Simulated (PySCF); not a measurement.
CClF₂, SMILES F[C](F)Cl (connectivity only; charge and spin as stated), charge +1, multiplicity 1. Heavy atoms are numbered as in [F:1][C:2]([F:3])[Cl:4].

Coordinates come from a ωB97X-D3(BJ)/def2-TZVP optimisation. The spin state was assumed, not searched. The isomer is the one that the SMILES or the coordinates give; other isomers of the formula were not compared.

Calculation: PBE0/pcSseg-2 run with PySCF.

GIAO shieldings, no solvent; atoms alike by connectivity are averaged. δ = σ(ref) − σ: ¹⁹F against CFCl3 (σ = 165.8 ppm); ¹³C against TMS (σ = 186.1 ppm); ³⁵Cl against HCl (σ = 943.3 ppm), references at their B3LYP-D3(BJ)/def2-TZVP geometries, non-relativistic (without spin–orbit terms, shifts of atoms bonded to Cl or Br come out too high).

```
nucleus  atoms  count  δ (ppm)
-------  -----  -----  -------
¹⁹F         F1      2    121.4
¹³C         C2      1    202.0
³⁵Cl       Cl4      1    529.4
```
